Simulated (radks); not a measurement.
Values are calculated unless marked as measured or tabulated.
Q: These are the eigenvalues of the occupied orbitals of an atom or ion with whole-number occupations (hartree). Level of theory: scalar-relativistic Kohn-Sham, PBE, spin-unpolarised, spherical densities, point nucleus (a radial shooting solver on a logarithmic mesh with Libxc functionals).

orbital  eigenvalue
1s        -975.5017
2s        -145.4097
2p        -130.5434
3s        -27.66370
3p        -22.78707
3d        -15.15606
4s         -4.58725
4p         -3.15676
4d         -1.11878

Which element is it, and in what charge state? The configuration may be excited.

A: Z = 48, cadmium, charge +2: Cd2+ in [Kr] 4d10. The list shows which subshells hold electrons but not how many an open one holds; the 1s level, -975.5 hartree, gives Z - s = 44.2 by -(Z - s)^2/2, which with screening and relativity narrows Z to a few neighbours, and the depths of the outer levels then fix element, charge and occupations together.
